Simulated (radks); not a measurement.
Zn11+, configuration [Ar] 3d1.

Method: scalar-relativistic Kohn-Sham, PBE, spin-polarised, spherical densities, finite nucleus; open shells are filled with parallel spins first; Fermi nuclear charge, rms radius 3.9283 fm; computed with a radial shooting solver on a logarithmic mesh with Libxc functionals.

Energy parts (eV):
part                       energy
total                  -47523.407
kinetic                 48318.262
electron-nucleus      -108228.132
Hartree                 14051.849
exchange-correlation    -1665.385

Orbitals (lengths in bohr, moments of r in powers of bohr; r(90%) holds 90 % of the orbital's charge):
| orbital | occ. | eigenvalue (eV) | r(90%) | <r^2> |
|---|---|---|---|---|
| 1s up | 1 | -9847.124 | 0.0899 | 0.003407 |
| 1s down | 1 | -9847.123 | 0.0899 | 0.003407 |
| 2s up | 1 | -1487.259 | 0.349 | 0.05997 |
| 2s down | 1 | -1485.919 | 0.348 | 0.05989 |
| 2p up | 3 | -1332.900 | 0.323 | 0.04789 |
| 2p down | 3 | -1331.896 | 0.323 | 0.04781 |
| 3s up | 1 | -413.5217 | 0.901 | 0.4308 |
| 3s down | 1 | -411.4039 | 0.902 | 0.4322 |
| 3p up | 3 | -365.6922 | 0.921 | 0.4383 |
| 3p down | 3 | -363.5642 | 0.923 | 0.4401 |
| 3d up | 1 | -291.3376 | 0.918 | 0.4056 |
| 3d down | 0 | -288.9829 | 0.921 | 0.4085 |
| 4s up | 0 | -179.4941 | 1.84 | 1.905 |
| 4s down | 0 | -178.7184 | 1.85 | 1.912 |
| 4p up | 0 | -162.7772 | 1.93 | 2.059 |
| 4p down | 0 | -162.0191 | 1.93 | 2.068 |

The highest occupied level is 3d up at -291.34 eV. The electron density at the nucleus is 2.541e+04 e/bohr^3 (large components only).
